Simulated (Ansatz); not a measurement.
This geometry of BGeH6N (9 atoms, charge 0, multiplicity 1) is a first-order saddle point.

Computed with RKS B3LYP/def2-SVP in Ansatz 0.2.0.

```xyz
9
Properties=species:S:1:pos:R:3
N -0.963 0.864 -1.043
B 0.248 0.711 -0.379
Ge 0.589 -0.911 0.882
H -1.744 0.222 -0.966
H -1.153 1.645 -1.663
H 1.099 1.551 -0.558
H 1.995 -0.895 1.523
H 0.451 -2.267 0.140
H -0.433 -0.967 2.048
```

(1) Which two structures does it join? (They come from a converged band through this point; their orientation in space is the band's.)

(2) How far does it lie above each of them?

Answers

(1) No bond is made or broken. The dihedral N1–B2–Ge3–H9 goes from -120 to 0°. The two ends are copies of one structure, up to a mirror image or an exchange of like atoms.

Image 0:

```xyz
9
Properties=species:S:1:pos:R:3
N -0.801 0.768 -1.237
B 0.069 0.820 -0.156
Ge 0.543 -0.895 0.916
H -1.249 -0.082 -1.565
H -1.054 1.587 -1.781
H 0.543 1.890 0.145
H 2.062 -1.198 0.893
H -0.171 -2.157 0.359
H 0.147 -0.779 2.408
```

Image 10:

```xyz
9
Properties=species:S:1:pos:R:3
N -0.984 1.022 -0.860
B 0.284 0.521 -0.598
Ge 0.576 -0.941 0.847
H -1.824 0.717 -0.378
H -1.163 1.738 -1.557
H 1.214 0.961 -1.234
H 1.531 -0.469 1.971
H 1.204 -2.228 0.257
H -0.749 -1.366 1.536
```

(2) 0.034 eV above the first and 0.034 eV above the second. This is the barrier of this one path; another mechanism may lie lower.

Time of the run: 12 min on 1 thread of Intel(R) Xeon(R) Processor @ 2.50GHz (Skylake/Cascade Lake), with other jobs on the host, peak memory 0.19 GiB.
